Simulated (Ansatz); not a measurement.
Ansatz results at the PBE0-D4/def2-TZVP geometry: LUMO energy (PBE/def2-TZVPP) -0.08 eV; HOMO–LUMO gap (ωB97M-V/def2-TZVPP) 11.22 eV; HOMO–LUMO gap (PBE0/def2-TZVPP) 7.56 eV.

Each molecule was computed in one conformer, which needn't be the lowest.

Task: Which molecule gave them?
A. `FC1BS1`
B. `C[CH2][AlH][AlH2]`
C. `C=C1N=C1O`
D. `NC1=NCC1`

Result: D. The others give `C=C1N=C1O`: -1.47, 10.62, 6.32; `FC1BS1`: -2.68, 10.77, 6.53; `C[CH2][AlH][AlH2]`: -2.73, 8.18, 4.64.
